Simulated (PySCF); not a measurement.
Coordinates in bohr (charge 0 multiplicity 1):
```
Br   -0.0003   -2.7120    0.0000
O     3.0023   -3.6371    0.0000
I    -0.3781    2.1447    0.0000
```

Method: PBE0 in PySCF with Br def2-TZVP, O def2-TZVP, I def2-TZVP with ECP28; scalar-relativistic core potentials, no spin–orbit coupling; density-fitted integrals.

This geometry of BrOI is a stationary point at this level.

Task: What is the point group?

Result: Cs.

Task: Is it a minimum?

Result: Yes: all harmonic wavenumbers are real.

Task: What are the dipole moment and the gap between the highest occupied and lowest empty levels?

Result: 2.65 D and 3.07 eV.

Task: Give the ideal-gas entropy at 298.15 K and 1 bar by parts.

Result: translation 176.2, rotation 112.6, vibration 18.7, spin 0.0; total 307.5 J/(mol K).

Other isomers or separated fragments may lie lower.
